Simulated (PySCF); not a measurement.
Molecule: MeSi(SMe)3, C₄H₁₂S₃Si.

Structure with atom numbers: `[CH3:1][S:2][Si:3]([CH3:4])([S:5][CH3:6])[S:7][CH3:8]` (H(Xn): hydrogen on atom n).

Geometry PBE0-D3(BJ)/def2-SVP throughout; GIAO in PySCF 2.14.0 with density-fitted response routines, gas phase, one conformer, non-relativistic; equivalent atoms averaged; basis pcSseg-1.

For orientation, LC-wPBE gives these shifts δ (against TMS, CS2 at the same level): C1/C6/C8 11.1, C4 1.0, S2/S5/S7 -201.7, Si3 51.4, H(C1)/H(C6)/H(C8) 1.85, H(C4) 0.45 ppm.

A run gave: C1/C6/C8 13.5, C4 1.3, S2/S5/S7 -149.4, Si3 62.6, H(C1)/H(C6)/H(C8) 2.03, H(C4) 0.56 ppm (shifts δ (against TMS, CS2 at the same level)).

Question: Which functional was used in that run?
A. CAM-B3LYP
B. WP04
C. LDA
D. wB97X-D
E. HF

Answer: C. Si3 tells them apart best: LDA gives 62.6, CAM-B3LYP gives 56.5, wB97X-D gives 55.2, WP04 gives 56.9, HF gives 43.7 ppm.
